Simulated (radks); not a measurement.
Question: Neutral palladium, configuration [Kr] 4d8 5d2 (not the ground configuration). Method: Dirac Kohn-Sham, PBEsol, spin-unpolarised, spherical densities, finite nucleus; open shells are shared between the two j in proportion to 2j + 1; Fermi nuclear charge, rms radius 4.5318 fm; computed with a radial shooting solver on a logarithmic mesh with Libxc functionals. Some entries of the table are withheld. Estimate them.

orbital,occ.,eigenvalue (eV),<r^2> (bohr^2)
1s1/2,2,-24154.22,0.001372
2s1/2,2,-3540.071,0.02252
2p1/2,2,(1),0.01686
2p3/2,4,(2),0.01819
3s1/2,2,-651.5104,0.1648
3p1/2,2,-550.9981,0.1605
3p3/2,4,-523.2354,0.1698
3d3/2,4,(3),0.1511
3d5/2,6,(4),0.1539
4s1/2,2,(5),1.007
4p1/2,2,-70.1797,(6)
4p3/2,4,-65.6522,(7)
4d3/2,3.2,-18.7325,2.246
4d5/2,4.8,-18.2063,2.302
5d3/2,0.8,(8),55.86
5d5/2,1.2,(9),56.45

Answer: 
(1) 2p1/2 eigenvalue (eV): -3285.436
(2) 2p3/2 eigenvalue (eV): -3126.179
(3) 3d3/2 eigenvalue (eV): -345.0830
(4) 3d5/2 eigenvalue (eV): -339.5449
(5) 4s1/2 eigenvalue (eV): -101.3847
(6) 4p1/2 <r^2> (bohr^2): 1.175
(7) 4p3/2 <r^2> (bohr^2): 1.247
(8) 5d3/2 eigenvalue (eV): -1.1929
(9) 5d5/2 eigenvalue (eV): -1.1808
